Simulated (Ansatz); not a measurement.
```
atom    x (Å)    y (Å)    z (Å)
   C   1.1196  -0.0175   0.1123
   C   0.0392   1.0714  -0.0966
   C  -1.1170   0.0265   0.1200
   C  -0.0088  -1.1030  -0.1680
   H   1.4163   0.0348   1.2124
   H   1.9716   0.0444  -0.5356
   H   0.0237   1.4447  -1.1963
   H  -0.0454   1.9566   0.4974
   H  -1.9215   0.0061  -0.5150
   H  -1.3736   0.0373   1.1661
   H  -0.0411  -1.9898   0.5340
   H   0.0258  -1.4081  -1.1360
```

Basis set: cc-pVDZ (spherical functions). Left uncorrelated: 4 orbitals. Charge 0, multiplicity 1.

Computed with Ansatz (development build ahead of 0.2.0); each method stands on the lowest determinant of its kind that the runs found. Restricted open shells among the atoms or ions are ROHF, correlated in semicanonical orbitals with singles.

The atomization energy at this shape (free ground-state atoms in the same class of orbitals less the molecule, no zero-point energy) of singlet C4H8:

```
 method  atomization energy
RHF-MP2    1072.81 kcal/mol
```

Question: What does RHF give?

Answer: 854.78 kcal/mol. Caution: the shape is not the minimum.
